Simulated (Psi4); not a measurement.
C$_{6}$H$_{14}$AlO$_{2}$, doublet, at a GFN2-xTB geometry (such geometries of metal compounds can be far from the true shape) (the spin is typed, not shown lowest); HF/STO-3G (Psi4).

Psi4 was given this input:
```
memory 2 GB

molecule {
0 2
  Al   -0.06489000    0.07302100   -0.02164304
  O    -0.74167654   -0.06797055    1.48959386
  C    -1.34465538   -0.24542795    2.74564705
  C    -0.78590050   -1.50056456    3.41016958
  C    -2.85912552   -0.33458999    2.58033630
  H    -1.09825445    0.63133145    3.36187800
  H    -1.01834050   -2.37111511    2.80068553
  H    -1.21833972   -1.62994522    4.39941019
  H     0.29471361   -1.42029144    3.50172023
  H    -3.23045922    0.56210354    2.08971305
  H    -3.10940379   -1.19546240    1.96417409
  H    -3.34096176   -0.43557428    3.54988716
  O     0.65408158    0.53404850   -1.44728820
  C     1.31114141    0.86830031   -2.64279541
  C     1.03030390   -0.19881636   -3.69715278
  C     2.80849146    1.01122591   -2.38542695
  H     0.90903608    1.83231394   -2.98664233
  H     1.41972441   -1.15698343   -3.36006985
  H     1.50101617    0.06744395   -4.64045946
  H    -0.04219118   -0.29480770   -3.84904116
  H     2.98151368    1.76371456   -1.61958686
  H     3.21151133    0.06291010   -2.03652311
  H     3.32323263    1.30570156   -3.29689835
}

set basis sto-3g
set reference uhf

energy('scf')
print_variables()
```

The log (banner, timings and long lists left out):

```
   => Loading Basis Set <=

    Name: STO-3G
    Role: ORBITAL
    Keyword: BASIS

         ---------------------------------------------------------
                                   SCF
               by Justin Turney, Rob Parrish, Andy Simmonett
                          and Daniel G. A. Smith
                              UHF Reference
         ---------------------------------------------------------

  ==> Geometry <==

    Molecular point group: c1
    Full point group: C1

    Geometry (in Angstrom), charge = 0, multiplicity = 2:

       Center              X                  Y                   Z               Mass
    ------------   -----------------  -----------------  -----------------  -----------------
         AL          -0.060468441246     0.056960078838    -0.022327766793    26.981538530000
         O           -0.737254981246    -0.084031471162     1.488909133207    15.994914619570
         C           -1.340233821246    -0.261488871162     2.744962323207    12.000000000000
         C           -0.781478941246    -1.516625481162     3.409484853207    12.000000000000
         C           -2.854703961246    -0.350650911162     2.579651573207    12.000000000000
         H           -1.093832891246     0.615270528838     3.361193273207     1.007825032230
         H           -1.013918941246    -2.387176031162     2.800000803207     1.007825032230
         H           -1.213918161246    -1.646006141162     4.398725463207     1.007825032230
         H            0.299135168754    -1.436352361162     3.501035503207     1.007825032230
         H           -3.226037661246     0.546042618838     2.089028323207     1.007825032230
         H           -3.104982231246    -1.211523321162     1.963489363207     1.007825032230
         H           -3.336540201246    -0.451635201162     3.549202433207     1.007825032230
         O            0.658503138754     0.517987578838    -1.447972926793    15.994914619570
         C            1.315562968754     0.852239388838    -2.643480136793    12.000000000000
         C            1.034725458754    -0.214877281162    -3.697837506793    12.000000000000
         C            2.812913018754     0.995164988838    -2.386111676793    12.000000000000
         H            0.913457638754     1.816253018838    -2.987327056793     1.007825032230
         H            1.424145968754    -1.173044351162    -3.360754576793     1.007825032230
[...]
   @DF-UHF iter   8:  -619.24585157853062   -7.75360e-07   2.82005e-06 DIIS
   @DF-UHF iter   9:  -619.24585169307863   -1.14548e-07   9.86132e-07 DIIS
  Energy and wave function converged.

  ==> Post-Iterations <==

   @Spin Contamination Metric:   9.914822220E-03
   @S^2 Expected:                7.500000000E-01
   @S^2 Observed:                7.599148222E-01
   @S   Expected:                5.000000000E-01
   @S   Observed:                5.000000000E-01

    Orbital Energies [Eh]
    ---------------------

    Alpha Occupied:

[...]
      40A     -0.079821

    Alpha Virtual:

[...]
    Beta Occupied:

[...]
    Beta Virtual:

[...]
    Final Occupation by Irrep:
              A
    DOCC [    39 ]
    SOCC [     1 ]
    NA   [    40 ]
    NB   [    39 ]

  @DF-UHF Final Energy:  -619.24585169307863

   => Energetics <=

    Nuclear Repulsion Energy =            508.1525441761662023
    One-Electron Energy =               -1868.5112646426669016
    Two-Electron Energy =                 741.1128687734220648
    Total Energy =                       -619.2458516930786345

  UHF NO Occupations:
  HONO-2 :   38  A 1.9987252
  HONO-1 :   39  A 1.9979716
  HONO-0 :   40  A 1.0000000
  LUNO+0 :   41  A 0.0020284
  LUNO+1 :   42  A 0.0012748
  LUNO+2 :   43  A 0.0011086
  LUNO+3 :   44  A 0.0002717

Computation Completed

Properties will be evaluated at   0.000000,   0.000000,   0.000000 [a0]

Properties computed using the SCF density matrix

 Multipole Moments:

 ------------------------------------------------------------------------------------
     Multipole            Electronic (a.u.)      Nuclear  (a.u.)        Total (a.u.)
 ------------------------------------------------------------------------------------

 L = 1.  Multiply by 2.5417464519 to convert [e a0] to [Debye]
 Dipole X            :         -0.6319087            0.6600870            0.0281783
 Dipole Y            :          2.5392944           -2.3977081            0.1415863
 Dipole Z            :          0.1453721           -0.1022224            0.0431497
 Magnitude           :                                                    0.1506738

 ------------------------------------------------------------------------------------

  Variable Map:
  ----------------------------------------------------------------------------
[...]
  Array Variable Map:
  ----------------------------------------------------------------------------
[...]
[...]
```
